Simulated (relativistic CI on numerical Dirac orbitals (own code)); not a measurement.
# Ligand-field terms of d5

Computed with a parametric ligand-field model of a d^n configuration (Racah B and C, spin-orbit zeta, crystal field), exact diagonalisation.

Field parameters in Wybourne normalisation: Oh B⁴₀ = 21Dq, B⁴₄ = √(5/14) B⁴₀. The field is a parameter set, without covalency.

Task: Ground term and bands for B = 530, C = 2650, ζ = 0 cm⁻¹, Oh, 10Dq = 3710 cm⁻¹?

Result: Ground term 6A1 with 2.00 electrons in the two orbitals of the cubic e set. Spin-allowed: none. Lowest spin-forbidden: 4T1 16454 cm⁻¹ (608 nm), 4T2 17982 cm⁻¹ (556 nm), 4A1+E 18550 cm⁻¹ (539 nm). A high-spin d5 ion has no spin-allowed d-d band, hence its pale colour.

Task: Ground term and bands for B = 530, C = 2650, ζ = 0 cm⁻¹, Oh, 10Dq = 7950 cm⁻¹?

Result: Ground term 6A1 with 2.00 electrons in the two orbitals of the cubic e set. Spin-allowed: none. Lowest spin-forbidden: 4T1 12599 cm⁻¹ (794 nm), 4T2 15601 cm⁻¹ (641 nm), 2T2 15988 cm⁻¹ (625 nm). A high-spin d5 ion has no spin-allowed d-d band, hence its pale colour.

Task: Ground term and bands for B = 530, C = 2650, ζ = 0 cm⁻¹, Oh, 10Dq = 16430 cm⁻¹?

Result: Ground term 2T2 with 0.06 electrons in the two orbitals of the cubic e set. Spin-allowed: 2A2 13570 cm⁻¹ (737 nm), 2T1 13737 cm⁻¹ (728 nm), 2T2 15042 cm⁻¹ (665 nm), 2E 16394 cm⁻¹ (610 nm). Lowest spin-forbidden: 6A1 146 cm⁻¹, 4T1 4527 cm⁻¹ (2209 nm), 4T2 8297 cm⁻¹ (1205 nm).

Task: Ground term and bands for B = 530, C = 2650, ζ = 0 cm⁻¹, Oh, 10Dq = 2650 cm⁻¹?

Result: Ground term 6A1 with 2.00 electrons in the two orbitals of the cubic e set. Spin-allowed: none. Lowest spin-forbidden: 4T1 17307 cm⁻¹ (578 nm), 4T2 18275 cm⁻¹ (547 nm), 4A1+E 18550 cm⁻¹ (539 nm). A high-spin d5 ion has no spin-allowed d-d band, hence its pale colour.

Task: Ground term and bands for B = 530, C = 2650, ζ = 0 cm⁻¹, Oh, 10Dq = 1590 cm⁻¹?

Result: Ground term 6A1 with 2.00 electrons in the two orbitals of the cubic e set. Spin-allowed: none. Lowest spin-forbidden: 4T1 18030 cm⁻¹ (555 nm), 4T2 18455 cm⁻¹ (542 nm), 4A1+E 18550 cm⁻¹ (539 nm). A high-spin d5 ion has no spin-allowed d-d band, hence its pale colour.
